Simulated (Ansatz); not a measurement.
```yaml
crystal:
  periodic: [false, false, false]
  atoms:
    - {symbol: O, position_ang: [-0.046143, 0.877928, 1.669480]}
    - {symbol: C, position_ang: [-0.022676, 0.255243, 0.501003]}
    - {symbol: N, position_ang: [-1.010347, -0.356296, -0.067883]}
    - {symbol: Al, position_ang: [0.258544, -0.644704, -1.325961]}
    - {symbol: O, position_ang: [1.183544, 0.293838, -0.117492]}
    - {symbol: H, position_ang: [-0.947774, 0.778709, 2.002191]}
    - {symbol: H, position_ang: [0.646153, -1.272718, -2.707138]}
basis:
  gaussian: {orbitals: def2-mTZVP}
magnetization: {spin_polarized: true, initial_magnetization: 3}
hamiltonian: {xc: {name: B3LYP}, pseudopotentials: {relativity: scalar}}
scf: {lower_state_search: light}
output: {forces: true}
```

```sh
$ ansatz run in.yaml --threads 2 --pin off --events-out ev --progress --plain --max-ram 4352MiB
```

**Question.** How does Ansatz answer? (Best estimate.)

**Answer.** The calculation gave: The input was rejected before any iteration.
```
Error: a molecule whose nuclei and cores have a total charge of 44 cannot have a net charge of 0 together with 3 unpaired electrons
```

B3LYP here is the variant with VWN-RPA as its local correlation; programs differ in this.
